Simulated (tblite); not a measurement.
Isomers of C8H8OP2. Computed with GFN2-xTB (tblite): harmonic, unscaled wavenumbers at the GFN2-xTB geometry, gas phase. Against measured fundamentals such values can be off by several per cent, at times by over 20. Modes of hydrogen on phosphorus can be 10 to 20 % off. One conformer each.

Electronic energies: GFN2-xTB at the same geometries; isomer energies are rough at this level and their order can be wrong.

```
                SMILES  electronic energy, lowest = 0 (kcal/mol)
O=[P@]1(P)C=Cc2ccccc21                                       0.0
     C=Cc1pcpcc1C(C)=O                                      73.5
     C=Cc1cpcpc1C(C)=O                                      71.8
```

Problem. How do GFN2-xTB zero-point energies change the relative energies?

Solution. 
```
                SMILES  ZPE (kcal/mol)  of it from modes above 1550 cm⁻¹  electronic (kcal/mol)  with ZPE, lowest = 0 (kcal/mol)  lowest mode (cm⁻¹)  rings
O=[P@]1(P)C=Cc2ccccc21            82.9                              39.8                    0.0                              0.0                  61      2
     C=Cc1cpcpc1C(C)=O            84.1                              39.7                   71.8                             72.9                  40      1
     C=Cc1pcpcc1C(C)=O            84.0                              39.8                   73.5                             74.6                  50      1
```

The zero-point energies span 1.2 kcal/mol, from `O=[P@]1(P)C=Cc2ccccc21` to `C=Cc1cpcpc1C(C)=O`. The order is unchanged.

Problem. What do entropy and thermal enthalpy add at 298.15 K and 1 bar (rigid rotor, harmonic oscillator, one conformer each)?

Solution. 
```json
{"SMILES": "O=[P@]1(P)C=Cc2ccccc21", "point group": "C1", "symmetry number": "1", "S (cal/(mol K))": "101.5", "H − H(0) (kcal/mol)": "7.26", "ZPE + H − H(0) − TS (kcal/mol)": "59.9"}
{"SMILES": "C=Cc1cpcpc1C(C)=O", "point group": "C1", "symmetry number": "1", "S (cal/(mol K))": "107.8", "H − H(0) (kcal/mol)": "7.91", "ZPE + H − H(0) − TS (kcal/mol)": "59.9"}
{"SMILES": "C=Cc1pcpcc1C(C)=O", "point group": "C1", "symmetry number": "1", "S (cal/(mol K))": "108.2", "H − H(0) (kcal/mol)": "8.03", "ZPE + H − H(0) − TS (kcal/mol)": "59.7"}
```
